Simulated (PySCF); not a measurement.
C₃H₅Br. Atoms are numbered in the order given.

```xyz
9

C      1.3467     1.5032     0.0000
C      0.1320     0.9478     0.0000
C     -1.1836     1.6622     0.0000
Br    -0.0256    -0.9632     0.0000
H      2.2619     0.9098     0.0000
H      1.4384     2.5932     0.0000
H     -1.7763     1.3892     0.8876
H     -1.0214     2.7505     0.0000
H     -1.7763     1.3892    -0.8876
```

Geometry optimised at TPSSh-D3(BJ)/def2-SVP.

The numbers are results of PySCF with PBE/pcSseg-1, not measurements.

GIAO shieldings, no solvent; atoms listed in one row are averaged. δ = σ(ref) − σ: ¹³C against TMS (σ = 182.0 ppm); ¹H against TMS (σ = 31.49 ppm), references at their B3LYP-D3(BJ)/def2-TZVP geometries, non-relativistic (without spin–orbit terms, shifts of atoms bonded to Cl or Br come out too high).

Computed chemical shifts:
```csv
nucleus,atoms,count,δ (ppm)
¹³C,C2,1,156.7
¹³C,C1,1,124.0
¹³C,C3,1,34.4
¹H,H6,1,5.85
¹H,H5,1,5.75
¹H,"H7, H8, H9",3,2.49
```
